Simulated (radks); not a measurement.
Results of a calculation; reference values are marked as such.
Ionisation of the hafnium ion Hf+, [Xe] 4f14 5d1 6s2, to [Xe] 4f14 5d2 as the strength of local exchange is varied. Level of theory: Dirac Kohn-Sham, Slater X-alpha exchange (alpha = 2/3 is LDA exchange), no correlation, spin-unpolarised, spherical densities, point nucleus; open shells fill j = l - 1/2 first (a radial shooting solver on a logarithmic mesh with Libxc functionals).

alpha  E(Hf+) (hartree)  exchange (hartree)  IE (eV)  -e of the level emptied (eV)  <r> of it (bohr)
0.557       -15032.9665           -243.8356   14.593                10.239 (6s1/2)             3.211
0.62        -15060.5733           -271.9565   14.736                10.675 (6s1/2)             3.171
0.667       -15081.2046           -293.0067   14.835                11.006 (6s1/2)             3.142
0.695       -15093.5102           -305.5761   14.892                11.206 (6s1/2)             3.124
0.965       -15212.7264           -427.8825   15.328                13.226 (6s1/2)             2.967

NIST Atomic Spectra Database: 14.61 +/- 0.04 eV (theoretical). The Delta-SCF value meets it near alpha = 0.56. Spin polarisation and multiplet splitting are left out, so open shells lie too high by an amount that depends on their filling.

Beside tabulated values, note that spin-unpolarised runs miss the spin-polarisation part of the exchange energy of open shells.
